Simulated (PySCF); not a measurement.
Level of theory: B3LYP-D3(BJ)/def2-TZVP run with PySCF. Gas-phase values, no solvent. B3LYP has the VWN-RPA correlation part, as in Gaussian. 

Reference species (SMILES): `Br[C](Br)Br` (neutral, multiplicity 2).

| Property | Value |
|---|---|
| dipole moment | 0.20 D |

Changed species: `[Br]` (radical fragment; the reference has radical fragment).

Problem. Predict the effect on the dipole moment.

Solution. the dipole moment drops by 0.20 D, to 0.00 D.
